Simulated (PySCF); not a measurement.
## State search for PbS

Unrestricted PBE0; Pb cc-pVTZ-PP with ECP60, S cc-pV(T+d)Z; scalar-relativistic core potentials (PySCF 2.14). Outer shells of the fragments: Pb 5d10 6s2 6p2; S 3s2 3p4.

Followed along the bond (rough minima from three points):

| 2Ms+1 | unpaired | ⟨S²⟩ at the start | R at minimum (Å) | Te (eV) |
| --- | --- | --- | --- | --- |
| 1 | none | 0.00 | 2.29 | 0.00 |
| 3 | π ↑↑ | 2.01 | none in the scan | ≤ 1.93 |
| 5 | σ ↑, π ↑↑↑ | 6.01 | none in the scan | ≤ 4.80 |

Solutions found at the starting distance of 2.380 Å, counted from the lowest of them; the search is not exhaustive and high or unbound solutions are not listed, so other states can lie among these:

| 2Ms+1 | unpaired | term | E (eV) | ⟨S²⟩ | ⟨Lz²⟩ | μ (D) |
| --- | --- | --- | --- | --- | --- | --- |
| 1 | none | ¹Σ⁺ | 0.00 | 0.00 | 0.00 | -4.58 |
| 3 | π ↑↑ | mixed | 2.03 | 2.01 | 2.01 | -1.63 |
| 3 | π ↑↑ | mixed | 2.29 | 2.01 | 2.01 | -1.78 |
| 1 | π ↑↓ | mixed | 2.33 | 1.01 | 2.02 | -1.84 |
| 3 | σ ↑, π ↑ | ³Π | 2.63 | 2.01 | 1.01 | -3.11 |
| 1 | σ ↓, π ↑ | mixed | 2.79 | 1.01 | 1.01 | -3.10 |
| 3 | σ ↑, π ↑ | ³Π | 4.93 | 2.01 | 1.02 | -0.67 |
| 1 | σ ↓, π ↑ | mixed | 5.08 | 1.01 | 1.02 | -0.58 |
| 3 | σ ↑↑ | ³Σ⁺ | 5.11 | 2.00 | 0.00 | -1.49 |
| 5 | σ ↑, π ↑↑↑ | ⁵Π | 5.13 | 6.01 | 1.01 | 0.92 |

A term symbol is given only where ⟨S²⟩ and ⟨Lz²⟩ are close to those of a pure state; real π, δ and φ orbitals otherwise mix terms. A positive dipole means Pb(−)S(+).

The measured ground state is X ¹Σ+ (Huber and Herzberg, Constants of Diatomic Molecules (1979)).

These are scalar-relativistic numbers at best; spin–orbit coupling would shift them, the dissociation energy most. Counting both spins, an empty level lies below a filled one in some of these solutions, because spin and occupation are held.
